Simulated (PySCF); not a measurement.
This PySCF input asks for the NMR shieldings of SMILES C=CN(C)B(N)Cl, C₃H₈BClN₂; the geometry comes from GFN2-xTB.

```python
import basis_set_exchange as bse
import numpy as np
from pyscf import gto, dft
from pyscf.prop import nmr

atoms = """
C    -2.190089   -0.330877   -0.362301
C    -1.031578    0.317828   -0.322635
N     0.196731   -0.190654    0.074673
C     0.196344   -1.592102    0.453011
B     1.370038    0.609606    0.112734
N     1.424457    1.973017   -0.190756
Cl    2.899167   -0.120419    0.573754
H    -3.075945    0.177524   -0.696088
H    -2.313096   -1.358656   -0.077724
H    -0.996267    1.352636   -0.629372
H    -0.467905   -1.751370    1.305622
H     1.201556   -1.897267    0.728456
H    -0.145965   -2.206574   -0.382610
H     2.287808    2.484662   -0.154043
H     0.640330    2.540638   -0.454633
"""
names = dict.fromkeys(["C", "N", "B", "Cl", "H"], "pcSseg-1")
basis = {el: gto.basis.parse(bse.get_basis(n, elements=[el], fmt="nwchem")) for el, n in names.items()}
mol = gto.M(atom=atoms, basis=basis, charge=0, verbose=0)
mf = dft.RKS(mol, xc="PBE0")
mf.grids.level = 2
mf.grids.alignment = dft.numint.BLKSIZE   # the property module wants whole blocks of grid points
mf.conv_tol = 1e-9
mf.kernel()

calc = nmr.RKS(mf)   # GIAO
C = mf.mo_coeff
Co = C[:, mf.mo_occ > 0]
resp = mf.gen_response(singlet=True, hermi=2)
def vind(x):   # induced exchange potential for any number of trial vectors
    d = np.einsum("pi,xij,qj->xpq", C, 2 * x.reshape(-1, C.shape[1], Co.shape[1]), Co, optimize=True)
    return np.einsum("xpq,pi,qj->xij", resp(d - d.transpose(0, 2, 1)), C, Co, optimize=True).ravel()
mo1, _ = nmr.rhf.solve_mo1(calc, with_cphf=vind)
sigma = calc.kernel(mo1)
for i, s in enumerate(sigma):   # ppm
    print("%2d %-2s %9.2f" % (i, mol.atom_pure_symbol(i), np.trace(s) / 3))
```

Task: What does it print?

Result: 
```
 0 C      94.81
 1 C      44.44
 2 N     147.37
 3 C     152.00
 4 B      75.69
 5 N     196.96
 6 Cl    896.76
 7 H      27.42
 8 H      27.51
 9 H      25.13
10 H      29.14
11 H      27.58
12 H      29.17
13 H      28.77
14 H      28.90
```

These numbers come from an equivalent density-fitted implementation of the same equations, which agrees with the script to about 0.01 ppm for H and up to a few tenths of a ppm for heavy atoms, so last digits may differ.

Size and cost of the density-fitted run: 166 basis functions, 38 s wall time on 1 thread of an Arm Neoverse N1, shared host; peak memory 0.75 GiB.
